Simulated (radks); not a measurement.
Question: Species: Sb44+. Configuration: [He] 2s2 2p3. Method: Dirac Kohn-Sham, BLYP, spin-unpolarised, spherical densities, point nucleus; open shells fill j = l - 1/2 first; computed with a radial shooting solver on a logarithmic mesh with Libxc functionals. Some entries of the table are withheld. Estimate them.

orbital  occ.  eigenvalue (hartree)  <r> (bohr)
1s1/2       2             -1245.748     0.02835
2s1/2       2             -284.9625      0.1174
2p1/2       2                   (1)         (2)
2p3/2       1                   (3)         (4)
3s1/2       0             -121.0042      0.2798
3p1/2       0             -118.4332      0.2628
3p3/2       0             -115.6816      0.2703
3d3/2       0             -112.5576      0.2298
3d5/2       0             -111.8109      0.2322

Answer: 
(1) 2p1/2 eigenvalue (hartree): -277.8026
(2) 2p1/2 <r> (bohr): 0.09843
(3) 2p3/2 eigenvalue (hartree): -267.5494
(4) 2p3/2 <r> (bohr): 0.1034
